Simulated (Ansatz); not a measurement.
Molecule: TlI (charge 0, singlet). 
Structure (B3LYP-D3(BJ)/def2-TZVP (Ansatz, a program for electronic structure) minimum search):
```xyz
2

Tl     0.0000     0.0000    -1.1376
I      0.0000     0.0000     1.7386
```

Wanted: vertical ionisation energy (to the doublet state of charge +1; each state is the SCF solution reached for its spin), in eV. Valence correlation only, unless marked. UHF or UKS for open shells. No spin-orbit coupling. Frozen are the shells of the preceding noble gas and the d and f shells that filled before the atom's block. Past Kr the def2 sets carry scalar-relativistic core potentials. CBS(X,Y): correlation extrapolated as X^-3; Hartree-Fock from the larger set.

```
level               program  vertical ionisation energy (eV)
------------------  -------  -------------------------------
SVWN5/def2-TZVPD     Ansatz                             9.18
PBE/def2-TZVPD       Ansatz                             8.87
PBE0/def2-TZVPD      Ansatz                             8.88
wB97X-V/def2-TZVPD   Ansatz                             8.85
```

Problem. What does CCSD(T)/CBS(def2-TZVPPD,def2-QZVPPD) (Ansatz) give?

Solution. 8.86 eV, so wB97X-V/def2-TZVPD differs from it by -0.01 eV.
